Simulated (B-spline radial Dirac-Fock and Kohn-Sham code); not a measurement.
Two-hole binding energies of Br⁶⁺

System: Br⁶⁺, [Ar] 3d10 4s1.

The run's input, task.json:

```json
{"items": [{
  "Z": 35,
  "q": 6,
  "cfg": [[1, 0, 2], [2, 0, 2], [2, 1, 6], [3, 0, 2], [3, 1, 6], [3, 2, 10], [4, 0, 1]],
  "A": 79,
  "rrms": 4.1629,
  "do": ["binding", "quiet", "double"]
}]}
```

Run with: `python xray_run.py task.json out`

These are calculated numbers from a radial B-spline solver; the model is ΔSCF Dirac-Fock with Breit, self-energy and vacuum polarisation, finite nucleus, configuration average. U is the two-hole binding energy less the two single-hole energies, the effective repulsion of the holes after relaxation. Each two-hole energy is an average over J within one jj subconfiguration.

```tsv
holes	E(a) (eV)	E(b) (eV)	E(ab) (eV)	U (eV)
1s⁻¹ 3d3/2⁻¹	13580.8	171.4	13792.4	40.2
1s⁻¹ 3d5/2⁻¹	13580.8	170.4	13791.2	39.9
2p1/2⁻²	1702.5	1702.5	3511.8	106.8
2p1/2⁻¹ 2p3/2⁻¹	1702.5	1655.8	3456.3	98.0
2p1/2⁻¹ 3d5/2⁻¹	1702.5	170.4	1914.2	41.3
2p1/2⁻¹ 3d3/2⁻¹	1702.5	171.4	1913.9	39.9
2p3/2⁻¹ 3d3/2⁻¹	1655.8	171.4	?	?
2p3/2⁻¹ 3d5/2⁻¹	1655.8	170.4	1866.6	40.3
3p1/2⁻²	294.8	294.8	626.1	36.5
3p1/2⁻¹ 3p3/2⁻¹	294.8	287.8	616.7	34.1
3p3/2⁻²	287.8	287.8	610.3	34.6
3d3/2⁻²	171.4	171.4	377.3	34.4
3d3/2⁻¹ 3d5/2⁻¹	171.4	170.4	376.7	34.8
3d5/2⁻²	170.4	170.4	375.3	34.5
```

Q: Give the missing two-hole energy and U.

A: E(ab) = 1868.6 eV and U = 41.3 eV.

Run: 38 s of CPU time on 1 thread of Neoverse-V1 (shared host), peak memory 0.40 GiB.
